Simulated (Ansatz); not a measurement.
C2H8OSeSi (`CO[SiH](C)[SeH]`). Total charge 0; spin multiplicity 1. The structure was optimised at the PBE0-D4/def2-TZVP level. It is one conformer, not always the lowest.

```xyz
13

C     1.091    0.096   -1.762
O     0.770   -0.751   -0.682
Si   -0.606   -0.587    0.201
C    -0.634    1.040    1.104
Se   -0.763   -2.346    1.626
H     1.973   -0.308   -2.261
H     1.321    1.112   -1.422
H     0.274    0.148   -2.492
H    -1.794   -0.714   -0.689
H    -1.560    1.140    1.674
H     0.207    1.115    1.798
H    -0.572    1.875    0.401
H     0.292   -1.821    2.504
```

(1) What is the dipole moment at ωB97M-V/def2-TZVPP? (Estimate.)

(2) And with PBE, r2SCAN, B3LYP? (An estimate is asked.)

(3) Give the Mulliken charges with ωB97M-V, B3LYP, PBE in def2-TZVPP. (An estimate is asked.)

Results:

(1) Ansatz gave: 2.43 D, with components (0.46, 2.30, -0.64) D in this frame, pointing from negative to positive charge.

(2) Computed: PBE 2.27 D, r2SCAN 2.41 D, B3LYP 2.38 D.

(3) Ansatz gave: 
```json
{"atom": "C1", "ωB97M-V": "-0.19", "B3LYP": "-0.14", "PBE": "-0.15"}
{"atom": "O2", "ωB97M-V": "-0.35", "B3LYP": "-0.37", "PBE": "-0.29"}
{"atom": "Si3", "ωB97M-V": "0.44", "B3LYP": "0.51", "PBE": "0.41"}
{"atom": "C4", "ωB97M-V": "-0.45", "B3LYP": "-0.39", "PBE": "-0.37"}
{"atom": "Se5", "ωB97M-V": "-0.19", "B3LYP": "-0.18", "PBE": "-0.17"}
{"atom": "H6", "ωB97M-V": "0.13", "B3LYP": "0.12", "PBE": "0.11"}
{"atom": "H7", "ωB97M-V": "0.11", "B3LYP": "0.09", "PBE": "0.09"}
{"atom": "H8", "ωB97M-V": "0.11", "B3LYP": "0.10", "PBE": "0.09"}
{"atom": "H9", "ωB97M-V": "-0.05", "B3LYP": "-0.10", "PBE": "-0.09"}
{"atom": "H10", "ωB97M-V": "0.13", "B3LYP": "0.11", "PBE": "0.12"}
{"atom": "H11", "ωB97M-V": "0.12", "B3LYP": "0.10", "PBE": "0.11"}
{"atom": "H12", "ωB97M-V": "0.11", "B3LYP": "0.10", "PBE": "0.10"}
{"atom": "H13", "ωB97M-V": "0.06", "B3LYP": "0.04", "PBE": "0.05"}
```

B3LYP here is the variant with VWN-RPA as its local correlation; programs differ in this.
